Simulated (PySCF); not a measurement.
This script is equivalent to a calculation on Cs²⁺ (caesium, charge +2).

```python
from pyscf import gto, scf, dft, mp, cc
import basis_set_exchange as bse
txt = bse.get_basis("def2-TZVP", elements=["Cs"], fmt="nwchem", header=False)
cut = txt.index("\nECP")
mol = gto.M(atom="Cs 0 0 0", charge=2, spin=1, symmetry="D2h",
            basis=gto.basis.parse(txt[:cut]),
            ecp={"Cs": gto.basis.parse_ecp(txt[cut:])})
mf = dft.UKS(mol, xc="M062X")
mf.irrep_nelec = {'Ag': (1, 1), 'B1u': (1, 1), 'B2u': (1, 1), 'B3u': (1, 0)}
mf.kernel()
```

(1) What total energy does it give?

(2) Which occupied shell lies highest, and where?

(3) What is ⟨S²⟩, and what would a pure spin state give?

Energies and moments cover only the electrons outside the core potential. Spin-orbit coupling, absent here, splits the open shell strongly.

Answers

(1) -19.061 hartree (calculated).

(2) 5p β, at -30.966 eV.

(3) 0.751, against 0.75.
